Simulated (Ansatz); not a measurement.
Cl$_{2}$Mg, charge +1, doublet, geometry from GFN2-xTB (such geometries of metal compounds can be far from the true shape) (a state made from the parent by changing its charge; the spin is typed, not shown lowest), atoms displaced at random by about 0.02 Å a coordinate; B3LYP/def2-SVP (Ansatz, a quantum-chemistry and plane-wave program).

Here is a job for Ansatz.
Ansatz 0.2 input:
```yaml
crystal:
  periodic: [false, false, false]
  atoms:
    - {symbol: Mg, position_ang: [0.00351318, -0.00191187, -0.00987203]}
    - {symbol: Cl, position_ang: [-0.01622715, -0.02906234, -2.18090876]}
    - {symbol: Cl, position_ang: [-0.00714081, -0.01857500, 2.16048469]}
basis:
  gaussian:
    orbitals: def2-SVP
hamiltonian:
  xc: b3lyp
total_charge: 1
magnetization: {spin_polarized: true, initial_magnetization: 1}
relax: {f_tol: 0.0005}
```

**Question.** Predict the main parts of the log of this Ansatz run.

**Answer.** 
```
Functional definition: B3LYP
483 factors; integrals over basis functions are off by at most 2.6e-4 eV
mean field evaluation 1: about -30471.8350 eV, gradient 2.1e1 eV
mean field evaluation 2: about -30471.3875 eV, gradient 2.3e1 eV
mean field evaluation 4: about -30473.9663 eV, gradient 7.0e0 eV
mean field evaluation 8: about -30474.4524 eV, gradient 2.7e-2 eV
mean field evaluation 16: about -30474.4524 eV, gradient 2.4e-5 eV
mean field evaluation 32: about -30474.4524 eV, gradient 4.1e-3 eV
mean field evaluation 64: about -30474.4525 eV, gradient 1.0e-5 eV
mean field evaluation 96: about -30474.3226 eV, gradient 1.2e-3 eV
mean field evaluation 128: about -30474.3544 eV, gradient 2.1e0 eV
mean field -30474.45247317 eV, -1119.9154720634 hartree, gradient 6.2e-11 eV, S^2 0.754542; 12 other end points of the search recorded, 0 dependent functions left out
the calculation of the forces begins
reference -30474.45269261 eV, -1119.9154801274 hartree; 23, 22 occupied and 31, 32 virtual orbitals, 483 factors
relax step   1: F+E_penalty+E_count = -30474.45247317 eV  Δ(F+E_penalty+E_count) = +0.000e0 eV  max|allowed force component| = 1.378e0 eV/Å  Δτ_max = 0.0000 Å  (611 SCF iters, accepted)
these checks for a lower state are left out or cut short: starts, cluster_reference, orbital_swaps, neighbouring_geometries, increment
483 factors; integrals over basis functions are off by at most 2.7e-4 eV
mean field -30474.58072385 eV, -1119.9201851887 hartree, gradient 7.7e-6 eV, S^2 0.754583; 1 other end points of the search recorded, 0 dependent functions left out
the calculation of the forces begins
reference -30474.58094249 eV, -1119.9201932237 hartree; 23, 22 occupied and 31, 32 virtual orbitals, 483 factors
relax step   2: F+E_penalty+E_count = -30474.58072385 eV  Δ(F+E_penalty+E_count) = -1.283e-1 eV  max|allowed force component| = 4.135e-1 eV/Å  Δτ_max = 0.0737 Å  (120 SCF iters, accepted)
these checks for a lower state are left out or cut short: starts, cluster_reference, orbital_swaps, neighbouring_geometries, increment
483 factors; integrals over basis functions are off by at most 2.8e-4 eV
mean field evaluation 160: about -30474.5961 eV, gradient 8.6e-12 eV
mean field -30474.59614506 eV, -1119.9207519079 hartree, gradient 1.4e-11 eV, S^2 0.754600; 1 other end points of the search recorded, 0 dependent functions left out
the calculation of the forces begins
reference -30474.59636358 eV, -1119.9207599383 hartree; 23, 22 occupied and 31, 32 virtual orbitals, 483 factors
relax step   3: F+E_penalty+E_count = -30474.59614506 eV  Δ(F+E_penalty+E_count) = -1.542e-2 eV  max|allowed force component| = 4.433e-2 eV/Å  Δτ_max = 0.0345 Å  (168 SCF iters, accepted)
these checks for a lower state are left out or cut short: starts, cluster_reference, orbital_swaps, neighbouring_geometries, increment
483 factors; integrals over basis functions are off by at most 2.8e-4 eV
mean field -30474.59637828 eV, -1119.9207604784 hartree, gradient 2.7e-11 eV, S^2 0.754602; 1 other end points of the search recorded, 0 dependent functions left out
the calculation of the forces begins
reference -30474.59659680 eV, -1119.9207685090 hartree; 23, 22 occupied and 31, 32 virtual orbitals, 483 factors
relax step   4: F+E_penalty+E_count = -30474.59637828 eV  Δ(F+E_penalty+E_count) = -2.332e-4 eV  max|allowed force component| = 9.993e-4 eV/Å  Δτ_max = 0.0113 Å  (204 SCF iters, accepted)
these checks for a lower state are left out or cut short: starts, cluster_reference, orbital_swaps, neighbouring_geometries, increment
483 factors; integrals over basis functions are off by at most 2.8e-4 eV
mean field evaluation 192: about -30474.5964 eV, gradient 1.5e-5 eV
mean field -30474.59638185 eV, -1119.9207606097 hartree, gradient 2.8e-10 eV, S^2 0.754602; 0 other end points of the search recorded, 0 dependent functions left out
the calculation of the forces begins
reference -30474.59660038 eV, -1119.9207686404 hartree; 23, 22 occupied and 31, 32 virtual orbitals, 483 factors
relax step   5: F+E_penalty+E_count = -30474.59638185 eV  Δ(F+E_penalty+E_count) = -3.574e-6 eV  max|allowed force component| = 2.682e-4 eV/Å  Δτ_max = 0.0033 Å  (209 SCF iters, accepted)
these checks for a lower state are left out or cut short: starts, cluster_reference, orbital_swaps, neighbouring_geometries, increment
483 factors; integrals over basis functions are off by at most 2.8e-4 eV
mean field -30474.59638219 eV, -1119.9207606222 hartree, gradient 3.1e-9 eV, S^2 0.754602; 0 other end points of the search recorded, 0 dependent functions left out
the calculation of the forces begins
reference -30474.59660072 eV, -1119.9207686528 hartree; 23, 22 occupied and 31, 32 virtual orbitals, 483 factors
relax step   6: F+E_penalty+E_count = -30474.59638219 eV  Δ(F+E_penalty+E_count) = -3.381e-7 eV  max|allowed force component| = 1.286e-5 eV/Å  Δτ_max = 0.0014 Å  (208 SCF iters, accepted)
483 factors; integrals over basis functions are off by at most 2.8e-4 eV
mean field evaluation 224: about -30474.4954 eV, gradient 2.8e0 eV
mean field evaluation 256: about -30474.4997 eV, gradient 6.0e-2 eV
mean field evaluation 288: about -30474.5623 eV, gradient 1.2e-1 eV
mean field -30474.59638219 eV, -1119.9207606222 hartree, gradient 3.1e-9 eV, S^2 0.754602; 10 other end points of the search recorded, 0 dependent functions left out
the calculation of the forces begins
reference -30474.59660072 eV, -1119.9207686528 hartree; 23, 22 occupied and 31, 32 virtual orbitals, 483 factors
Total energy: -30474.59660072 eV, -1119.9207686528 hartree
Atom 0 at    -0.006616    -0.016514    -0.010098 Å, force    -0.000001    -0.000001    -0.000011 eV/Å
Atom 1 at    -0.011397    -0.022032    -2.293388 Å, force     0.000000     0.000000     0.000013 eV/Å
Atom 2 at    -0.001841    -0.011003     2.273190 Å, force     0.000000     0.000000    -0.000002 eV/Å
Dipole moment:     0.000003     0.000004    -0.000003 e Å
```
